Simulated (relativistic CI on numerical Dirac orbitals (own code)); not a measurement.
# Sensitivity of the levels of Hf XXXV to α and to the nuclear radius

Method of calculation: Dirac-Coulomb-Breit CI, separate exchange-only KLI orbitals for each configuration, derivatives by finite differences, unscaled Slater integrals, QED left out (own radial code, finite nucleus).

CI space (outside the closed core [Ar] 3d10): 4s²4p⁶4d², 4s²4p⁶4d4f, 4s²4p⁵4d³, 4s4p⁶4d²4f, 4s²4p⁶4f5s, 4s²4p⁶4f², 4s4p⁶4f³, 4p⁶4d⁴, 4p⁵4d⁵. Double excitations out of closed p, d and f shells are left out; levels of such configurations are missing from the list, as are those of other unlisted configurations, and high levels can miss mixing partners.

With x = (α/α₀)² − 1 an excitation energy changes as ω = ω₀ + qx; K = 2q/ω₀ is the relative enhancement. Terms are leading LS components, so labels can repeat. The field-shift factor is F = δν/δ⟨r²⟩ for the transition from the lowest level.

Lowest level 4s²4p⁶4d² ³F2.

```
         Level  ω₀ (cm⁻¹)  q (cm⁻¹)  F (GHz/fm²)
 4s²4p⁶4d² ³P0      62709      6627        0.331
 4s²4p⁶4d² ³F3     118940    129000         3.11
 4s²4p⁶4d² ³P2     150231    127800         3.29
 4s²4p⁶4d² ¹G4     160255    135600         3.49
 4s²4p⁶4d² ³P1     160729    129800         3.39
 4s²4p⁶4d² ³F4     265664    252900          6.3
 4s²4p⁶4d² ³P2     285422    259700         6.56
 4s²4p⁶4d² ¹S0     356211    253700         6.37
4s²4p⁵4d³ ⁵F°2    1179838     60240         7.09
4s²4p⁵4d³ ⁵D°1    1190109     70020         7.52
4s²4p⁵4d³ ⁵D°0    1206551     68900         8.11
4s²4p⁵4d³ ³F°3    1219474     65220         6.85
4s²4p⁵4d³ ⁵D°3    1270923    173400          9.6
4s²4p⁵4d³ ⁵S°2    1285035    187000         9.62
4s²4p⁵4d³ ⁵F°4    1288239    187400         9.72
4s²4p⁵4d³ ³F°2    1303380    186400         10.5
4s²4p⁵4d³ ⁵D°1    1310731    187500          9.8
4s²4p⁵4d³ ⁵G°5    1315680    190800         9.68
4s²4p⁵4d³ ³G°3    1320582    184600         10.7
4s²4p⁵4d³ ³F°4    1322129    187000         10.4
4s²4p⁵4d³ ³H°6    1328290    181100          9.2
4s²4p⁵4d³ ³P°0    1329106    166300         10.2
4s²4p⁵4d³ ³G°4    1348430    189800         10.4
```

At this charge energies of transitions that change n are usually good to better than 1 %, and those within a shell (Δn = 0) to a few per cent. Terms inside the open d or f shell come out 10 to 20 % too wide with unscaled integrals.

Question: Which transition from the lowest level has the largest |K|?

Answer: 4s²4p⁶4d² ³F3 at 118940 cm⁻¹, K = 2.17.
